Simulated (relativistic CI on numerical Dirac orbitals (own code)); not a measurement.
# Radial parameters of Er XLI

Computed by Dirac-Coulomb-Breit CI, KLI orbitals optimised for each configuration, model QED, unscaled Slater integrals (own radial code, finite nucleus).

Slater integrals F^k, G^k are unscaled and averaged over j, outside the closed core [Ne]; ζ comes from projecting the Hamiltonian with its Breit term on Σ l·s of the shell.

- 3s²3p⁶3d⁹4s: ζ(3d) = 140900, G^2(3d,4s) = 53397 cm⁻¹; <r>(3d) = 0.1959, <r^2>(3d) = 0.04471, <r>(4s) = 0.4369, <r^2>(4s) = 0.2146 (bohr units).
- 3s²3p⁶3d⁹4p: ζ(3d) = 140920, F^2(3d,4p) = 163730, G^1(3d,4p) = 52897, G^3(3d,4p) = 53650, ζ(4p) = 357420 cm⁻¹; <r>(3d) = 0.196, <r^2>(3d) = 0.04472, <r>(4p) = 0.4449, <r^2>(4p) = 0.2241 (bohr units).
- 3s²3p⁶3d⁹4d: ζ(3d) = 140860, F^2(3d,4d) = 174390, F^4(3d,4d) = 88821, G^0(3d,4d) = 55214, G^2(3d,4d) = 70963, G^4(3d,4d) = 56214, ζ(4d) = 45530 cm⁻¹; <r>(3d) = 0.196, <r^2>(3d) = 0.04475, <r>(4d) = 0.4395, <r^2>(4d) = 0.2209 (bohr units).

Averages of the first 10 configurations, taken without configuration mixing, which lowers the lowest level and can move excited configurations by several eV; other configurations of the list can lie among them:

```tsv
Configuration	Parity	States	Average energy above the lowest level (eV)
3s²3p⁶3d¹⁰	even	1	0.1
3s²3p⁶3d⁹4s	even	20	1250.0
3s²3p⁶3d⁹4p	odd	60	1377.2
3s²3p⁶3d⁹4d	even	100	1537.0
3s²3p⁵3d¹⁰4s	odd	12	1686.9
3s²3p⁶3d⁹4f	odd	140	1681.5
3s²3p⁵3d¹⁰4p	even	36	1814.4
3s²3p⁶3d⁸4s²	even	45	2534.6
3s²3p⁵3d¹⁰4d	odd	60	1973.5
3s²3p⁶3d⁸4s4p	odd	540	2655.8
```
